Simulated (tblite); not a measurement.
Species: C₄H₁₀F₂SSi.
Cartesian coordinates in Å at the GFN2-xTB level; atoms count from 1:
```
atom  x, y, z in Å
C1    -1.050    1.570   -0.336
Si2   -0.968   -0.251    0.196
C3    -2.631   -1.130   -0.018
S4     0.364   -1.333   -1.155
C5     1.778   -0.201   -1.309
C6     2.610   -0.174   -0.043
F7     2.038    0.610    0.906
F8     3.827    0.375   -0.285
H9    -0.131    2.097   -0.097
H10   -1.233    1.671   -1.403
H11   -1.856    2.078    0.185
H12   -0.429   -0.413    1.546
H13   -3.043   -0.969   -1.010
H14   -2.528   -2.201    0.123
H15   -3.351   -0.766    0.707
H16    1.432    0.801   -1.555
H17    2.395   -0.587   -2.120
H18    2.766   -1.172    0.391
```

Calculated harmonic vibrations of the isolated species, GFN2-xTB (tblite), most abundant isotopes, no scaling. Errors from tens to a few hundred cm⁻¹ against measured bands are possible. Modes of hydrogen on silicon can be 10 to 20 % off. One conformer, not necessarily the lowest.

Harmonic wavenumbers (cm⁻¹): 39.1, 48.5, 75.5, 98.7, 123.7, 144.1, 171.3, 188.9, 198.2, 214.1, 366.2, 428.8, 450.9, 522.0, 614.7, 649.5, 705.9, 766.5, 772.2, 802.4, 835.8, 837.1, 842.6, 857.4, 975.5, 1016.7, 1096.5, 1138.0, 1209.1, 1264.9, 1289.5, 1367.0, 1370.6, 1417.6, 1470.0, 1473.0, 1476.2, 1485.2, 2257.0, 2912.5, 3005.0, 3011.0, 3018.8, 3039.5, 3041.7, 3048.6, 3052.1, 3054.8.

A = 2491, B = 772.0, C = 676.5 MHz; mass 156.024 u (most abundant isotopes); point group C1, symmetry number 1.

**Question.** Zero-point energy?

**Answer.** Half the sum of the wavenumbers: 29122 cm⁻¹ = 83.27 kcal/mol.

**Question.** What is S at 298.15 K and 1 bar for an ideal gas of classical rigid rotors and harmonic oscillators?

**Answer.** Translation 41.07, rotation 29.89, vibration 38.62: S = 109.6 cal/(mol K).

**Question.** And Cp and H(298.15 K) − H(0)?

**Answer.** Cp = 42.18 cal/(mol K), of which vibrations give 34.23 (their classical limit is 48 R = 95.4); H(298.15 K) − H(0) = 8.06 kcal/mol without the zero-point energy, 5.69 from vibrations.

**Question.** Blend soft modes into free rotors: weight 1/[1 + (100 cm⁻¹/ν̃)⁴] for the oscillator and the rest for a rotor with moment μB/(μ + B), μ = h/(8π²ν), B = 10⁻⁴⁴ kg m². What vibrational entropy results?

**Answer.** 34.76 cal/(mol K) in place of 38.62, which changes −T·S at 298.15 K by +1.15 kcal/mol.

**Question.** Which modes carry the vibrational entropy at 298.15 K?

**Answer.** 39.1 cm⁻¹: 5.30; 48.5 cm⁻¹: 4.88; 75.5 cm⁻¹: 4.00; 98.7 cm⁻¹: 3.48; 123.7 cm⁻¹: 3.04; 144.1 cm⁻¹: 2.75 cal/(mol K); the other 42 give 15.16 together.

**Question.** How do the functions run with temperature in this model?

**Answer.** 
```csv
T (K),S (cal/(mol K)),Cp (cal/(mol K)),H − H(0) (kcal/mol),G − H(0) (kcal/mol),ln q(vib)
50,62.0,16.2,0.57,-2.53,0.92
100,75.6,23.3,1.57,-5.99,2.81
373.15,119.8,48.9,11.48,-33.22,12.19
500,135.4,58.3,18.30,-49.42,15.96
750,161.7,71.3,34.62,-86.68,22.76
1000,183.5,79.8,53.57,-129.92,28.83
```

q(vib) and H(0) count from the zero-point level.

**Question.** What must be added to the electronic energy to get the Gibbs energy at 298.15 K and 1 bar?

**Answer.** ZPE + [H(298.15 K) − H(0)] − T·S = 83.27 + 8.06 − 32.67 = 58.66 kcal/mol.

Hindered rotation and anharmonicity are outside this model. Other conformers, if any are populated, would add a mixing term that is left out. The structure is chiral; the term R ln 2 for an equal mix with its mirror image is left out.

Hardware: one thread of an AMD EPYC 7R43, on a shared host. Cost: 1.1 s wall. This covers the Hessian and the dipole derivatives.
